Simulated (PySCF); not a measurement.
**Continuum solvent and chemical shifts**

Bonds (- single, = double, # triple, : aromatic): Si1-O2 1.676 Å, O2-C3 1.344 Å, C3=C4 1.353 Å, C4-C5 1.460 Å, C5=C6 1.351 Å, C6-C7 1.497 Å, C7-C3 1.504 Å. Si1 carries H8, H9, H10; C4 carries H11; C5 carries H12; C6 carries H13; C7 carries H14, H15.

GIAO PBE0/pcSseg-1 in PySCF on one PBE0-D3(BJ)/def2-SVP conformer, non-relativistic, equivalent nuclei averaged. Solvents enter as an IEF-PCM continuum (benzene with ε = 2.3, acetone with ε = 20.5) around the gas-phase geometry. Shifts are referred to TMS computed in the same medium.

Gas phase, δ in ppm: Si1 -35.2, C3 170.5, C5 142.1, C6 124.5, C4 114.0, C7 39.2, H12 6.60, H13 5.83, H11 5.80, H8/H9/H10 4.96, H14/H15 2.91. Dipole moment 1.52 D.

Problem. How does each δ change in the continuum?

Solution. 
```csv
atoms,environment,"Δδ, benzene","Δδ, acetone"
Si1,"silicon bonded to O, 3 H",+1.2,+2.6
C3,alkene carbon bearing oxygen,+1.5,+3.3
C5,alkene CH,0.0,-0.3
C6,alkene CH,+1.4,+3.4
C4,β carbon of an enol-ether or enamine type C=C,-0.5,-1.2
C7,allylic sp3 CH2,+0.9,+2.0
H12,hydrogen on an alkene CH,+0.05,+0.09
H13,hydrogen on an alkene CH,+0.11,+0.26
H11,hydrogen on a β carbon of an enol-ether or enamine type C=C,+0.01,+0.01
H8/H9/H10,hydrogen on a silicon bonded to O,+0.01,+0.02
H14/H15,hydrogen on an allylic sp3 CH2,+0.13,+0.30
```

Changes are relative to the gas phase. The dipole moment becomes 1.79 D in benzene, 2.16 D in acetone.

Problem. Which nuclei move most (in ppm), and what does the model miss?

Solution. C6 (alkene CH, +3.4 ppm) in acetone. A continuum only polarises the solute; specific hydrogen bonds, the anisotropy of aromatic solvents and changes of geometry or conformer are outside it.
